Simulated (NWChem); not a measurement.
System: HSe₂Br; SMILES [SeH][Se]Br

The following NWChem deck was run.

```
start job
memory heap 200 mb stack 900 mb global 1100 mb
geometry units angstroms noautoz
  Se     0.954684    -0.027784     0.010862
  Br    -0.450589     1.861237     0.006049
  Se    -0.465714    -1.827868     0.034491
  H     -0.643582    -1.945439    -1.429110
end
basis spherical
  * library def2-svp
end
dft
  xc bhlyp
  iterations 150
  vectors input atomic output neutral.movecs
end
task dft energy
charge 1
dft
  odft
  mult 2
  vectors input atomic output cation.movecs
end
task dft energy
```

Excerpt of the output:

```
             Northwest Computational Chemistry Package (NWChem) 7.3.0
             --------------------------------------------------------

 C1  symmetry detected

                             Geometry "geometry" -> ""
                             -------------------------

 Output coordinates in angstroms (scale by  1.889725989 to convert to a.u.)

  No.       Tag          Charge          X              Y              Z
 ---- ---------------- ---------- -------------- -------------- --------------
    1 Se                  34.0000     0.95262672    -0.03028804     0.00549105
    2 Br                  35.0000    -0.44972800     1.86090427     0.00842214
    3 Se                  34.0000    -0.47049813    -1.82823065     0.02805705
    4 H                    1.0000    -0.65189223    -1.94201390    -1.43541055

 Effective nuclear repulsion energy (a.u.)     727.8786403742

                                 NWChem DFT Module
                                 -----------------

 Summary of "ao basis" -> "ao basis" (spherical)
 ------------------------------------------------------------------------------
       Tag                 Description            Shells   Functions and Types
 ---------------- ------------------------------  ------  ---------------------
 Se                         def2-svp                12       32   5s4p3d
 Br                         def2-svp                12       32   5s4p3d
 H                          def2-svp                 3        5   2s1p

            General Information
            -------------------
          SCF calculation type: DFT
          Wavefunction type:  closed shell.
          No. of atoms     :     4
          No. of electrons :   104
           Alpha electrons :    52
            Beta electrons :    52
          Charge           :     0
          Spin multiplicity:     1
          Use of symmetry is: off; symmetry adaption is: off
          Maximum number of iterations: 150
          AO basis - number of functions:   101
                     number of shells:    39
          Convergence on energy requested:  1.00D-06
          Convergence on density requested:  1.00D-05
          Convergence on gradient requested:  5.00D-04

              XC Information
              --------------
                        BHLYP Method XC Functional
                     Hartree-Fock (Exact) Exchange  0.500
                        Slater Exchange Functional  0.500 local
                    Becke 1988 Exchange Functional  0.500 non-local
              Lee-Yang-Parr Correlation Functional  1.000

             Grid Information
             ----------------
          Grid used for XC integration:  medium
          Radial quadrature: Mura-Knowles
          Angular quadrature: Lebedev.
          Tag              B.-S. Rad. Rad. Pts. Rad. Cut. Ang. Pts.
          ---              ---------- --------- --------- ---------
          Se                  1.15      112          10.0       590
          Br                  1.15      112          11.0       590
          H                   0.35       45          11.0       434
          Grid pruning is: on
          Number of quadrature shells:   381
          Spatial weights used:  Erf1

      Superposition of Atomic Density Guess
      -------------------------------------

 Sum of atomic energies:       -7371.60865801

      Non-variational initial energy
      ------------------------------

 Total energy =   -7372.021107
 1-e energy   =  -11723.325295
 2-e energy   =    3623.425547
 HOMO         =      -0.236445
 LUMO         =      -0.065572

   convergence    iter        energy       DeltaE   RMS-Dens  Diis-err
 ---------------- ----- ----------------- --------- --------- ---------
 d= 0,ls=0.0,diis     1  -7376.9007669000 -8.10D+03  8.34D-03  2.88D-01
 d= 0,ls=0.0,diis     2  -7376.9224211931 -2.17D-02  4.06D-03  1.32D-01
 d= 0,ls=0.0,diis     3  -7376.9403172289 -1.79D-02  1.05D-03  1.48D-02
 d= 0,ls=0.0,diis     4  -7376.9419481987 -1.63D-03  2.18D-04  5.39D-04
 d= 0,ls=0.0,diis     5  -7376.9420103841 -6.22D-05  7.12D-05  4.07D-05
  Resetting Diis
 d= 0,ls=0.0,diis     6  -7376.9420156827 -5.30D-06  2.96D-05  3.98D-06
 d= 0,ls=0.0,diis     7  -7376.9420164323 -7.50D-07  1.28D-05  3.45D-07
 d= 0,ls=0.0,diis     8  -7376.9420165181 -8.57D-08  5.04D-06  2.29D-07

         Total DFT energy =    -7376.942016518065
      One electron energy =   -11722.455705461256
           Coulomb energy =     3883.730224741032
    Exchange-Corr. energy =     -266.095176172051
 Nuclear repulsion energy =      727.878640374210

 Numeric. integr. density =      103.999993001745

                       DFT Final Molecular Orbital Analysis
                       ------------------------------------

 Vector   50  Occ=2.000000D+00  E=-3.431472D-01
              MO Center= -2.7D-01,  1.1D+00,  1.6D-02, r^2= 3.7D+00
   Bfn.  Coefficient  Atom+Function         Bfn.  Coefficient  Atom+Function
  ----- ------------  ---------------      ----- ------------  ---------------
    47      0.487857  2 Br px                44      0.425809  2 Br px
    41     -0.281351  2 Br px                48      0.236752  2 Br py
    45      0.199089  2 Br py                12     -0.172665  1 Se px
    79      0.172922  3 Se px                76      0.154573  3 Se px
    15     -0.147884  1 Se px                 4     -0.143007  1 Se s

 Vector   51  Occ=2.000000D+00  E=-3.156490D-01
              MO Center= -3.9D-01, -1.2D+00,  5.5D-03, r^2= 3.6D+00
   Bfn.  Coefficient  Atom+Function         Bfn.  Coefficient  Atom+Function
  ----- ------------  ---------------      ----- ------------  ---------------
    79      0.460357  3 Se px                76      0.387387  3 Se px
    80     -0.330713  3 Se py                77     -0.284329  3 Se py
    48     -0.256751  2 Br py                73     -0.243742  3 Se px
    45     -0.223091  2 Br py                74      0.178203  3 Se py
    42      0.146649  2 Br py                 4     -0.098288  1 Se s

 Vector   52  Occ=2.000000D+00  E=-2.918824D-01
              MO Center=  4.2D-01,  4.0D-01, -2.6D-02, r^2= 3.4D+00
   Bfn.  Coefficient  Atom+Function         Bfn.  Coefficient  Atom+Function
  ----- ------------  ---------------      ----- ------------  ---------------
    17      0.526156  1 Se pz                14      0.448495  1 Se pz
    49     -0.384020  2 Br pz                46     -0.316338  2 Br pz
    11     -0.276536  1 Se pz                43      0.206995  2 Br pz
    97      0.120944  4 H  s                 98      0.107059  4 H  s
    69     -0.101139  3 Se s                  8      0.089389  1 Se pz

 Vector   53  Occ=0.000000D+00  E=-5.976178D-02
              MO Center=  2.4D-01,  3.8D-01,  6.0D-03, r^2= 4.2D+00
   Bfn.  Coefficient  Atom+Function         Bfn.  Coefficient  Atom+Function
  ----- ------------  ---------------      ----- ------------  ---------------
    15      0.635381  1 Se px                48     -0.528925  2 Br py
    80      0.362007  3 Se py                12      0.330698  1 Se px
    16     -0.327154  1 Se py                47      0.327939  2 Br px
     4     -0.319289  1 Se s                  5     -0.281597  1 Se s
    45     -0.275337  2 Br py                37      0.230032  2 Br s

 Vector   54  Occ=0.000000D+00  E=-1.981659D-02
              MO Center=  2.8D-01, -7.1D-01, -3.1D-03, r^2= 4.2D+00
   Bfn.  Coefficient  Atom+Function         Bfn.  Coefficient  Atom+Function
  ----- ------------  ---------------      ----- ------------  ---------------
    16      0.788910  1 Se py                80      0.573431  3 Se py
    79      0.526722  3 Se px                13      0.356907  1 Se py
    15      0.343740  1 Se px                69      0.338832  3 Se s
    68      0.265425  3 Se s                  5     -0.261342  1 Se s
    10     -0.228362  1 Se py                47     -0.229271  2 Br px

 Vector   55  Occ=0.000000D+00  E= 4.021649D-02
              MO Center= -5.2D-01, -1.8D+00, -8.4D-01, r^2= 3.3D+00
   Bfn.  Coefficient  Atom+Function         Bfn.  Coefficient  Atom+Function
  ----- ------------  ---------------      ----- ------------  ---------------
    98      1.375856  4 H  s                 81      1.021850  3 Se pz
    69     -0.726566  3 Se s                 68     -0.289674  3 Se s
    78      0.281119  3 Se pz                97      0.277666  4 H  s
    75     -0.192122  3 Se pz                67      0.181762  3 Se s
     5      0.168826  1 Se s                 17     -0.128157  1 Se pz

     Multipole analysis of the density
     ---------------------------------

     L   x y z        total         alpha         beta         nuclear
     -   - - -        -----         -----         ----         -------
     0   0 0 0     -0.000000    -52.000000    -52.000000    104.000000

     1   1 0 0      0.050940      0.025470      0.025470     -0.000000
     1   0 1 0     -0.611095     -0.305547     -0.305547      0.000000
     1   0 0 1     -0.289706     -0.144853     -0.144853      0.000000

     2   2 0 0    -40.171975   -102.015751   -102.015751    163.859527
     2   1 1 0      0.853099     -0.001154     -0.001154      0.855407
     2   1 0 1      0.599287     -0.650597     -0.650597      1.900481
     2   0 2 0    -39.688403   -445.959490   -445.959490    852.230577
     2   0 1 1      1.254653     -2.205347     -2.205347      5.665347
     2   0 0 2    -40.790888    -24.128413    -24.128413      7.465938

                                 NWChem DFT Module
                                 -----------------

            General Information
            -------------------
          SCF calculation type: DFT
          Wavefunction type:  spin polarized.
          No. of atoms     :     4
          No. of electrons :   103
           Alpha electrons :    52
            Beta electrons :    51
          Charge           :     1
          Spin multiplicity:     2
          Use of symmetry is: off; symmetry adaption is: off
          Maximum number of iterations: 150
          AO basis - number of functions:   101
                     number of shells:    39
          Convergence on energy requested:  1.00D-06
          Convergence on density requested:  1.00D-05
          Convergence on gradient requested:  5.00D-04

              XC Information
              --------------
                        BHLYP Method XC Functional
                     Hartree-Fock (Exact) Exchange  0.500
                        Slater Exchange Functional  0.500 local
                    Becke 1988 Exchange Functional  0.500 non-local
              Lee-Yang-Parr Correlation Functional  1.000

             Grid Information
             ----------------
          Grid used for XC integration:  medium
          Radial quadrature: Mura-Knowles
          Angular quadrature: Lebedev.
          Tag              B.-S. Rad. Rad. Pts. Rad. Cut. Ang. Pts.
          ---              ---------- --------- --------- ---------
          Se                  1.15      112          10.0       590
          Br                  1.15      112          11.0       590
          H                   0.35       45          11.0       434
          Grid pruning is: on
          Number of quadrature shells:   381
          Spatial weights used:  Erf1

      Superposition of Atomic Density Guess
      -------------------------------------

 Sum of atomic energies:       -7371.60865801

 Renormalizing density from     104.00 to    103

      Non-variational initial energy
      ------------------------------

 Total energy =   -7328.643080
 1-e energy   =  -11610.601013
 2-e energy   =    3554.079293
 HOMO         =      -0.538500
 LUMO         =      -0.381454

   convergence    iter        energy       DeltaE   RMS-Dens  Diis-err
 ---------------- ----- ----------------- --------- --------- ---------
 d= 0,ls=0.0,diis     1  -7376.3858189471 -8.10D+03  7.48D-03  1.35D+00
                                                     8.68D-03  1.35D+00
 d= 0,ls=0.0,diis     2  -7376.4274235027 -4.16D-02  5.44D-03  7.26D-01
                                                     6.52D-03  7.31D-01
 d= 0,ls=0.0,diis     3  -7376.5799862522 -1.53D-01  1.80D-03  4.61D-02
                                                     2.13D-03  4.54D-02
 d= 0,ls=0.0,diis     4  -7376.6058470653 -2.59D-02  2.00D-04  4.08D-04
                                                     3.19D-04  4.74D-04
 d= 0,ls=0.0,diis     5  -7376.6061988549 -3.52D-04  1.09D-04  4.80D-05
                                                     1.15D-04  4.25D-05
  Resetting Diis
 d= 0,ls=0.0,diis     6  -7376.6062582031 -5.93D-05  4.42D-05  6.54D-06
                                                     8.90D-05  1.01D-05
 d= 0,ls=0.0,diis     7  -7376.6062768631 -1.87D-05  4.94D-05  5.31D-06
                                                     4.88D-05  3.63D-06
 d= 0,ls=0.0,diis     8  -7376.6062833139 -6.45D-06  1.51D-05  3.32D-06
                                                     3.07D-05  5.21D-06
 d= 0,ls=0.0,diis     9  -7376.6062871095 -3.80D-06  2.46D-05  7.45D-07
                                                     4.58D-05  5.74D-07
 d= 0,ls=0.0,diis    10  -7376.6062906431 -3.53D-06  1.75D-05  2.04D-07
                                                     4.48D-05  3.78D-07
 d= 0,ls=0.0,diis    11  -7376.6062923534 -1.71D-06  7.69D-06  5.38D-08
                                                     1.87D-05  5.53D-08
 d= 0,ls=0.0,diis    12  -7376.6062926779 -3.25D-07  2.93D-06  6.10D-09
                                                     1.08D-05  1.87D-08
 d= 0,ls=0.0,diis    13  -7376.6062927725 -9.46D-08  1.92D-06  1.57D-09
                                                     6.22D-06  4.26D-09

         Total DFT energy =    -7376.606292772512
      One electron energy =   -11697.261492868509
           Coulomb energy =     3858.531153790382
    Exchange-Corr. energy =     -265.754594068596
 Nuclear repulsion energy =      727.878640374210

 Numeric. integr. density =      102.999992894788

                    DFT Final Alpha Molecular Orbital Analysis
                    ------------------------------------------

 Vector   50  Occ=1.000000D+00  E=-5.677015D-01
              MO Center= -2.8D-01,  1.3D+00,  2.3D-02, r^2= 3.2D+00
   Bfn.  Coefficient  Atom+Function         Bfn.  Coefficient  Atom+Function
  ----- ------------  ---------------      ----- ------------  ---------------
    47      0.451751  2 Br px                44      0.436367  2 Br px
    41     -0.281015  2 Br px                48      0.249052  2 Br py
    45      0.232450  2 Br py                12     -0.167876  1 Se px
    42     -0.149794  2 Br py                49      0.148005  2 Br pz
    46      0.142249  2 Br pz                76      0.138242  3 Se px

 Vector   51  Occ=1.000000D+00  E=-5.563636D-01
              MO Center=  8.9D-02,  7.1D-01, -2.6D-02, r^2= 3.8D+00
   Bfn.  Coefficient  Atom+Function         Bfn.  Coefficient  Atom+Function
  ----- ------------  ---------------      ----- ------------  ---------------
    49     -0.431120  2 Br pz                46     -0.409711  2 Br pz
    14      0.403234  1 Se pz                17      0.382644  1 Se pz
    43      0.261320  2 Br pz                11     -0.234245  1 Se pz
    97      0.127946  4 H  s                 78     -0.119522  3 Se pz
    68     -0.114127  3 Se s                 47      0.101066  2 Br px

[...]
```

Level: BHandHLYP/def2-SVP, vertical spin-unrestricted ions. Structure relaxed at the PBE0/def2-SVP level.
